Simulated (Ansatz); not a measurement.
Coupled-cluster diagnostics for CdCl2, Ansatz.

Geometry of the singlet (PBE0-D4/def2-TZVP):

```xyz
3

Cd    0.001    0.000    0.000
Cl    0.518    0.153   -2.199
Cl   -0.518   -0.153    2.199
```

In the def2 sets Cd takes a core potential; there is no spin–orbit coupling. Correlated methods freeze 10 core orbitals; core or outer-core shells of Cd are correlated, in sets that lack core-valence functions.

Q: Estimate the CCSD(T) correlation energy, the shares of MP2 and (T), T1 and the reference's ⟨S²⟩ for: charge 0, singlet, own geometry in def2-TZVPP; charge 1, doublet, vertical in def2-TZVPP; and the rough time on 4 threads of Arm Neoverse V1 on a shared host.

A: 
| state | basis | correlation (eV) | MP2 share (%) | (T) share (%) | T1 | ⟨S²⟩ (pure) | wall time |
| --- | --- | --- | --- | --- | --- | --- | --- |
| charge 0, singlet, own geometry | def2-TZVPP | -30.221 | 96.8 | 3.2 | 0.013 | 0.00 (0.00) | 3.7 s |
| charge 1, doublet, vertical | def2-TZVPP | -29.246 | 96.0 | 3.3 | 0.026 | 0.76 (0.75) | 33 s |
Customary marks for T1 are 0.02 (closed shells), 0.045 (open shells) and about 0.05 (3d metals). T1 exceeds 0.02 in 1 of 2 rows and 0.045 in 0; the higher it lies, the less the single-reference result can be trusted.
